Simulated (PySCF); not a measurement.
C₄H₁₃NOSi.
SMILES: `N[Si@@H](O)C(C)(C)C`

A PySCF run (density fitting, gas phase, GFN2-xTB geometry) gave HOMO -7.32 eV, LUMO 0.32 eV, dipole 1.57 D.

Problem. Which of these levels was it?
A. X3LYP/3-21G
B. PBE0/pcSseg-1
C. PBE0/def2-SVPD
D. PBE0/cc-pVDZ
E. B97-2/def2-SVPD

Solution. C. It is PBE0/def2-SVPD. All candidates on this geometry:

| level and settings | kind | basis functions | SCF cycles | E (Eh) | HOMO (eV) | LUMO (eV) | dipole (D) |
| --- | --- | --- | --- | --- | --- | --- | --- |
| B97-2/def2-SVPD, grid level 3 | global hybrid | 251 | 13 | -579.4337 | -7.07 | 0.36 | 1.56 |
| PBE0/def2-SVPD | global hybrid | 251 | 14 | -579.0612 | -7.32 | 0.32 | 1.57 |
| PBE0/pcSseg-1 | global hybrid | 191 | 14 | -579.2944 | -7.28 | 0.99 | 1.66 |
| PBE0/cc-pVDZ, level shift 0.2 Eh | global hybrid | 167 | 11 | -579.3363 | -7.05 | 1.38 | 1.65 |
| X3LYP/3-21G, grid level 3, level shift 0.1 Eh | global hybrid | 93 | 10 | -576.5070 | -6.49 | 2.02 | 1.90 |

The nearest other candidate, by the summed differences of HOMO and LUMO, is B97-2/def2-SVPD: its HOMO differs by +0.25 eV and its LUMO by +0.04 eV. Cycle counts include a coarse-grid stage where the run had one.

The values belong to the conformer `[CH3:1][C:2]([CH3:3])([CH3:4])[Si@@H:5]([NH2:6])[OH:7]`: C1–C2–Si5–N6 -61°, H–N6–Si5–C2 -55°, H–N6–Si5–C2 171°, H–O7–Si5–C2 -63°.
